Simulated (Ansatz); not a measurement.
Cost and result up the ladder for Ga4N4H14, a cluster cut from wurtzite GaN (hydrogen-capped) (22 atoms). Charge 0, multiplicity 1. Geometry: r2SCAN-D4/def2-SVP.

```csv
atom,x (Å),y (Å),z (Å)
Ga1,0.3315,-1.5813,1.3965
N2,-1.1863,-0.2143,1.5655
Ga3,1.5300,1.3641,0.5997
N4,1.4377,-0.5497,0.1302
N5,-0.1903,1.9340,-0.3579
Ga6,-1.6412,0.6277,-0.1490
Ga7,0.9004,-0.8387,-1.7457
N8,-1.1241,-0.7635,-1.4344
H9,1.0130,-1.7198,2.8011
H10,-0.3833,-2.7982,0.6828
H11,-0.8722,0.4990,2.2321
H12,-1.9981,-0.6579,2.0023
H13,1.1698,1.6053,2.1206
H14,2.7319,2.0878,-0.0989
H15,2.3928,-0.9148,0.2169
H16,-0.4651,2.8667,-0.0401
H17,0.0427,2.0407,-1.3509
H18,-3.0944,1.1833,-0.2808
H19,1.2568,-2.2798,-2.2483
H20,1.1581,0.4490,-2.6268
H21,-1.4061,-1.6850,-1.0834
H22,-1.6036,-0.6544,-2.3314
```

Ansatz on 2 threads of AMD EPYC 7R13 on a shared host and a share (18 GiB) of an NVIDIA H100 80GB HBM3. Times are rough, and most runs start from the orbitals of an earlier one. r2SCAN0-D4/def2-TZVP serves as the yardstick here, not as an exact answer. Differences are given only for rows in sets of like size (and for xTB, whose basis is part of the method), since another set adds its own error. Binding counts from free atoms at the same level (Ga doublet, N quartet, H doublet; other spins of the atoms weren't run), without zero-point energy or a counterpoise term.

LC-ωPBE has ω = 0.4 bohr⁻¹. B3LYP takes the VWN-RPA correlation. Correlated methods freeze 40 core orbitals; core or outer-core shells of Ga are correlated, in sets that lack core-valence functions. The rows differ in basis, and correlated rows in double-zeta sets carry the largest basis error.

Correlated methods converge slowly with the basis, most of all in double-zeta sets.

| level | functions | binding energy per atom (eV) | difference from r2SCAN0-D4/def2-TZVP (eV) |
| --- | --- | --- | --- |
| PBE0-D4/def2-SVP | 254 | 3.11 | – |
| LC-ωPBE/def2-TZVP | 400 | 3.10 | 0.03 |
| PBE-D4/def2-TZVP | 400 | 3.12 | 0.05 |
| PBE-D4/def2-SVP | 254 | 3.15 | – |
| CCSD(T)/def2-SVP | 254 | 2.95 | – |
| r2SCAN-D4/def2-TZVP (with forces) | 400 | 3.11 | 0.04 |
| B3LYP-D4/def2-TZVP | 400 | 3.11 | 0.04 |
| MP2/def2-TZVP | 400 | 3.03 | -0.04 |
| PBE0-D4/def2-TZVP | 400 | 3.09 | 0.02 |
| r2SCAN0-D4/def2-TZVP (with forces) | 400 | 3.07 | 0.00 |

(1) Estimate how long each takes.

Results:

(1) PBE-D4/def2-SVP 2.8 s; B3LYP-D4/def2-TZVP 3.2 s; PBE0-D4/def2-SVP 3.3 s; PBE-D4/def2-TZVP 3.3 s; MP2/def2-TZVP 3.3 s; LC-ωPBE/def2-TZVP 4.2 s; PBE0-D4/def2-TZVP 4.4 s; r2SCAN0-D4/def2-TZVP (with forces) 4.6 s; r2SCAN-D4/def2-TZVP (with forces) 6.5 s; CCSD(T)/def2-SVP 7 s. On shared hardware such times vary by a factor of up to 3.
